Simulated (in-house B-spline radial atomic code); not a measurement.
Settings and results of a run for Mn VIII (Mn7+). Level of theory: scalar-relativistic (X2C) LC-wPBE, spin-polarised, spherical fractional occupations, exact exchange averaged over the configuration, Fermi nucleus of rms radius 3.7057 fm; calculated with a radial B-spline atomic code at the basis-set limit.

Command:
```bash
python run_scf.py task.json out
```
Settings (nuclear radius in fm, mass in u):
```
Z                25
configuration    [Ne] 3s2 3p6
hamiltonian      x2c
method           lc_wpbe
spin_polarised   True
nucleus          fermi
rms_radius       3.7057
atomic_mass      54.93804
speed_of_light   137.035999084
exact_exchange   averaged over the configuration
```

Output (hartree, bohr):
```
 radial grid: 65 intervals, B-splines of order 8, outer radius 8.961 bohr

 iter        energy (Eh)    residual
    1       -1137.644104    5.87e-01
    2       -1143.372064    1.81e-01
    3       -1143.744033    6.47e-02
    4       -1143.794394    2.38e-02
    5       -1143.801690    6.94e-03
    6       -1143.802252    1.51e-04
    7       -1143.802253    8.77e-06
    8       -1143.802253    1.49e-07

 total energy                     -1143.80225
 kinetic                            1158.7268
 electron-nucleus                  -2636.7941
 Hartree                             382.1691
 exact exchange                       -3.9784
 exchange-correlation                -43.9257

 orbital      occ     eigenvalue          <r>       <r^2>       <1/r>       r_max
 1s up      1.000      -241.5810    0.0606064  0.00495315     25.2427     0.03953
 1s down    1.000      -241.5810    0.0606064  0.00495315     25.2427     0.03953
 2s up      1.000       -32.9594     0.278824   0.0918357     5.35754      0.2324
 2s down    1.000       -32.9594     0.278824   0.0918357     5.35754      0.2324
 2p up      3.000       -28.7643     0.246775   0.0748387      5.2072      0.1885
 2p down    3.000       -28.7643     0.246775   0.0748387      5.2072      0.1885
 3s up      1.000        -8.1608     0.794023    0.720076     1.79634      0.7124
 3s down    1.000        -8.1608     0.794023    0.720076     1.79634      0.7124
 3p up      3.000        -6.9348     0.811675    0.762898     1.68915      0.7159
 3p down    3.000        -6.9348     0.811675    0.762898     1.68915      0.7159
```

Time taken, with all properties: 0.52 s on 1 thread of Intel(R) Xeon(R) Platinum 8259CL CPU @ 2.50GHz, on a shared host.
